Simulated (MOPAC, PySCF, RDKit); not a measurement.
Complex: CH4O (SMILES CO) (first 6 atoms) with CH2O2 (SMILES O=CO); geometry from B3LYP-D3(BJ)/def2-TZVP, rigid monomers moved along the line of their centres of mass till O2···H11 is 2.33 Å.
(charge 0, multiplicity 1):
| atom | x (Å) | y (Å) | z (Å) |
|---|---|---|---|
| C | -0.1896 | -0.3503 | 0.1830 |
| O | 0.4893 | -0.8055 | 1.3522 |
| H | -0.9040 | 0.4454 | 0.4141 |
| H | -0.7288 | -1.2018 | -0.2278 |
| H | 0.5196 | 0.0110 | -0.5655 |
| H | 0.9374 | -0.0547 | 1.7799 |
| O | 0.7840 | 1.0283 | 4.2370 |
| C | -0.0264 | 0.3942 | 4.8743 |
| O | -0.6821 | -0.6735 | 4.4488 |
| H | -0.3104 | 0.6477 | 5.9034 |
| H | -0.3938 | -0.8648 | 3.5126 |

Interaction energies are E(AB) − E(A) − E(B) at the monomers' geometry in the complex; basis-set methods are counterpoise corrected. Rows marked so take none.

Rows in 6-31G*, STO-3G carry no dispersion term and start afresh at each structure (6-31G* with six Cartesian d functions). The state that PM3 reach isn't checked.

The values were computed with MOPAC for PM3 (differences of heats of formation); PySCF for 6-31G* rows, STO-3G rows; RDKit for the force fields. Each number belongs to the level named beside it.

Problem. One of these levels gives -285.1 meV for the interaction energy. Which?
(A) MMFF94
(B) HF/6-31G*
(C) PM3
(D) HF/STO-3G (no counterpoise)

Solution. B, HF/6-31G*. The others give -256.6 (MMFF94), -105.1 (PM3), -158.7 (HF/STO-3G (no counterpoise))
